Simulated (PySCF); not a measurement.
Be(NH2)(NMe2) (C2H8BeN2), SMILES C[N](C)[Be][NH2]. The structure is a stationary point at PBE0-D3(BJ)/def2-SVP. One conformer was computed; it need not be the lowest.

Level of theory: PBE0-D3(BJ)/def2-SVP run with PySCF.

Harmonic wavenumbers (cm⁻¹): 122, 155, 243, 261, 301, 351, 359, 428, 486, 611, 690, 1017, 1090, 1108, 1169, 1241, 1256, 1429, 1447, 1453, 1455, 1471, 1480, 1525, 1589, 2971, 2978, 3024, 3034, 3121, 3122, 3623, 3704. Rotational constants (GHz): 9.275, 2.790, 2.231; symmetry number 2.

Question: Work out the zero-point energy and the ideal-gas rigid-rotor harmonic-oscillator thermochemistry at 298.15 K and 1 atm.

Answer: ZPE = ½ Σ hcν = ½ × 48317 cm⁻¹ = 69.07 kcal/mol. H − E(el) = 74.20 kcal/mol. Entropy in cal/(mol K): translation 38.62, rotation 24.75, vibration 15.55, total 78.91. G − E(el) = 50.67 kcal/mol. Cp = 26.79 cal/(mol K). Modes under 150 cm⁻¹ make the vibrational entropy uncertain.
